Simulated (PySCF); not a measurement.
A structure optimised at B3LYP-D3(BJ)/def2-TZVP, used in a PySCF frequency run:

```
Be
O 1 1.4288
H 2 0.9545 1 128.33
O 1 1.4288 3 162.13 2 169.88
H 4 0.9545 1 128.33 3 106.91
```
Charge 0, spin multiplicity 1.

**Question.** Write its SMILES, formula and point group.

**Answer.** [OH][Be][OH], BeH₂O₂, C2

**Question.** What are its rotational constants (standard atomic weights)?

**Answer.** 509.32, 6.8196, 6.8070 GHz
